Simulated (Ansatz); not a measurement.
Ansatz (an electronic-structure program) input (CCSD(T)/6-31G*):

Ansatz 0.2 input:
```yaml
crystal:
  periodic: [false, false, false]
  atoms:
    - {symbol: Si, position_ang: [-2.23566100, -0.28759779, -0.02076438]}
    - {symbol: C, position_ang: [-0.38287131, -0.22148182, -0.13447840]}
    - {symbol: C, position_ang: [0.47002485, -1.00939698, -0.82067803]}
    - {symbol: C, position_ang: [1.85298739, -0.75662036, -0.75217297]}
    - {symbol: C, position_ang: [2.07364092, 0.32271352, 0.06053758]}
    - {symbol: S, position_ang: [0.61035880, 0.96790783, 0.69268571]}
    - {symbol: H, position_ang: [-2.69743046, -1.44217926, -0.81922357]}
    - {symbol: H, position_ang: [-2.83387047, 0.96060751, -0.54762789]}
    - {symbol: H, position_ang: [-2.66180619, -0.44492047, 1.38879107]}
    - {symbol: H, position_ang: [2.62517176, -1.31746576, -1.25522624]}
    - {symbol: H, position_ang: [3.01875769, 0.77251586, 0.32176737]}
basis:
  gaussian:
    orbitals: 6-31G*
magnetization: {spin_polarized: true, initial_magnetization: 1}
correlation: {method: ccsd_t, electrons: outside_noble_gas}
```

Output:

```
Functional definition: HF
integrals: 0.26 GiB planned
1074 factors; integrals over basis functions are off by at most 1.2e-3 eV
0.66 GiB of device memory are held for the factors and their scratch space
mean field: 0.67 GiB planned
mean field evaluation 1: about -22873.9466 eV, gradient 1.9e1 eV
mean field evaluation 2: about -22874.0674 eV, gradient 1.9e1 eV
mean field evaluation 4: about -22877.0311 eV, gradient 4.1e0 eV
mean field evaluation 8: about -22877.2191 eV, gradient 5.9e-1 eV
mean field evaluation 16: about -22877.3597 eV, gradient 1.7e-1 eV
mean field evaluation 32: about -22877.2639 eV, gradient 5.1e-1 eV
mean field evaluation 64: about -22877.1717 eV, gradient 1.8e0 eV
mean field evaluation 96: about -22872.3780 eV, gradient 1.5e1 eV
mean field evaluation 128: about -22874.9282 eV, gradient 7.3e-2 eV
mean field evaluation 160: about -22874.0904 eV, gradient 3.1e0 eV
mean field evaluation 192: about -22874.6577 eV, gradient 5.1e-1 eV
mean field evaluation 224: about -22874.9283 eV, gradient 1.2e-2 eV
mean field -22877.36043903 eV, -840.7274893025 hartree, gradient 1.8e-6 eV, S^2 1.143477; 4 other end points of the search recorded, 0 dependent functions left out
determinant -22877.36043903 eV, -840.7274893025 hartree, with singles and doubles -22897.18166180 eV, -841.4559058041 hartree
determinant -22874.92829805 eV, -840.6381097700 hartree, with singles and doubles -22894.73649791 eV, -841.3660476884 hartree
14 core orbitals not correlated
reference -22877.36043903 eV, -840.7274893025 hartree; 16, 15 occupied and 78, 79 virtual orbitals, 1074 factors
second order -17.95121906 eV of doubles, -0.00000000 eV of singles
coupled cluster: 1.79 GiB planned
cycle   1  -19.82244697 eV  change   -1.2e-3 eV  update   4.3e-3
cycle   2  -19.82692598 eV  change   -4.5e-3 eV  update   2.9e-3
cycle   3  -19.82580762 eV  change    1.1e-3 eV  update   1.4e-3
cycle   4  -19.82667656 eV  change   -8.7e-4 eV  update   6.7e-4
cycle   5  -19.82937658 eV  change   -2.7e-3 eV  update   2.9e-4
cycle   6  -19.83032830 eV  change   -9.5e-4 eV  update   1.3e-4
cycle   7  -19.83035363 eV  change   -2.5e-5 eV  update   4.8e-5
cycle   8  -19.83033829 eV  change    1.5e-5 eV  update   1.7e-5
coupled cluster: 1.79 GiB planned
perturbative correction -0.91863823 eV, -0.0337593325 hartree
Total energy: -22898.10941555 eV, -841.4900001254 hartree
```

It need not be the lowest isomer of its formula.

The determinant is spin-contaminated: <S^2> is 1.14 against 0.75 for a pure state.
